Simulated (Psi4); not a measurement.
C2H3O (SMILES C[C-]=O), charge -1, singlet, at a GFN2-xTB geometry (a gas-phase anion, which may not be bound at this level). Base run: CCSD/6-31G* run with Psi4.

The Psi4 input:
```
memory 2 GB

molecule mol {
-1 1
  O     1.202222    0.357989    0.020415
  C    -0.023925    0.670557   -0.012722
  C    -0.969557   -0.665232   -0.009621
  H    -0.422319   -1.620473    0.019993
  H    -1.637080   -0.621627    0.859365
  H    -1.597490   -0.653758   -0.908618
}

set basis 6-31g*
set reference rhf

energy('ccsd')
print_variables()
```

Variants of this job, named by their change:

```json
[
 {"change": "base", "ΔE vs base (mEh)": "0.000", "MP2 correlation (Eh)": "-0.44492", "basis functions": "51"},
 {"change": "method = lccd", "ΔE vs base (mEh)": "-6.892", "MP2 correlation (Eh)": "-0.44492", "basis functions": "51"},
 {"change": "freeze_core = on", "ΔE vs base (mEh)": "11.057", "MP2 correlation (Eh)": "-0.43341", "basis functions": "51"},
 {"change": "method = mp2.5", "ΔE vs base (mEh)": "[?]", "MP2 correlation (Eh)": "-0.44479", "basis functions": "51"},
 {"change": "puream = on", "ΔE vs base (mEh)": "10.869", "MP2 correlation (Eh)": "-0.43490", "basis functions": "48"},
 {"change": "method = qcisd(t)", "ΔE vs base (mEh)": "[?]", "MP2 correlation (Eh)": "-0.44492", "basis functions": "51"},
 {"change": "scf_type = pk; mp2_type = conv", "ΔE vs base (mEh)": "0.000", "MP2 correlation (Eh)": "-0.44492", "basis functions": "51"},
 {"change": "method = omp2", "ΔE vs base (mEh)": "16.187", "MP2 correlation (Eh)": "-0.44479", "basis functions": "51"},
 {"change": "method = mp2", "ΔE vs base (mEh)": "24.503", "MP2 correlation (Eh)": "-0.44479", "basis functions": "51"},
 {"change": "method = scs-mp2", "ΔE vs base (mEh)": "[?]", "MP2 correlation (Eh)": "-0.44492", "basis functions": "51"}
]
```

Problem. Complete the blanks.

Solution. 
- method = mp2.5, ΔE vs base (mEh): 17.428
- method = qcisd(t), ΔE vs base (mEh): -15.951
- method = scs-mp2, ΔE vs base (mEh): 32.421

A gas-phase anion may not be bound at this level; its values then depend on the basis.
